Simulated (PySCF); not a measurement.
FH₃OSiZn, SMILES [Zn]([O][SiH3])[F]. Heavy atoms are numbered as in [Zn:1]([F:2])[O:3][SiH3:4]. Hydrogens are named by the atom that carries them.

Geometry optimised at r2SCAN-D4/def2-SVP. The structure was generated by enumeration; whether it is a known compound was not checked. One conformer was computed; it need not be the lowest.

The numbers are results of PBE/pcSseg-1 run with PySCF, not measurements.

GIAO shieldings, no solvent; atoms alike by connectivity are averaged. δ = σ(ref) − σ: ¹⁹F against CFCl3 (σ = 133.6 ppm); ¹⁷O against H2O (σ = 334.3 ppm); ²⁹Si against TMS (σ = 335.4 ppm); ¹H against TMS (σ = 31.49 ppm), references at their B3LYP-D3(BJ)/def2-TZVP geometries, non-relativistic.

Computed chemical shifts:
| nucleus | atoms | count | δ (ppm) |
|---|---|---|---|
| ¹⁹F | F2 | 1 | -284.3 |
| ¹⁷O | O3 | 1 | -4.5 |
| ²⁹Si | Si4 (SiH3) | 1 | -30.6 |
| ¹H | H on Si4 | 3 | 5.79 |
